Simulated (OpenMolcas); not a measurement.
# Pr3+: moving the ligands

Pr3+ with 6 ligands (fluoride, oxide on the axis) in tetragonal octahedral coordination (D4h) at 2.3 Å, the axial distance 2.369 Å. A charge of +0.833 e stands 2.6 Å behind each ligand. Ligand basis ANO-RCC-VDZP.

| Property | Result |
| --- | --- |
| Program | OpenMolcas 26.06 |
| Method | CASSCF |
| Basis | ANO-RCC-VTZP [8s7p5d3f2g1h] |
| Scalar Hamiltonian | DKH2, point nucleus |
| Active space | 2 electrons in 7 orbitals (4f) |
| State averaging | 2S+1 = 3 even, 21 roots; 2S+1 = 1 even, 27 roots kept (CI in the orbitals of an earlier block) |
| Spin-orbit coupling | RASSI with atomic mean-field integrals over the reference wave functions |

Runs around this geometry, states (labels of D4, the rotations of D4h). Energies in cm-1 above the lowest state or level, χT in cm3 K/mol.

| R (Å) | Ground state | First state of that spin | First gap with spin-orbit (degeneracies) | Width of lowest J | χT at 300 K |
| --- | --- | --- | --- | --- | --- |
| 2.2 | 3E | 3A2 798.3 | 73.2 (1, 1) | 1681 | 1.256 |
| 2.3 | 3E | 3A2 835.0 | 41.7 (1, 1) | 1495 | 1.326 |
| 2.44 | 3E | 3A2 813.0 | 19.8 (1, 1) | 1282 | 1.389 |

Taking the width of the lowest J multiplet as R^-n, n = -ln(1282 / 1681) / ln(2.44 / 2.2) = 2.6 between the shortest and longest distance.

Without dynamic correlation the ligand-field splitting of an f shell can come out too small, at times by half. No measured value stands beside these numbers; the geometry was imposed, not optimised, and the real ion may take another.
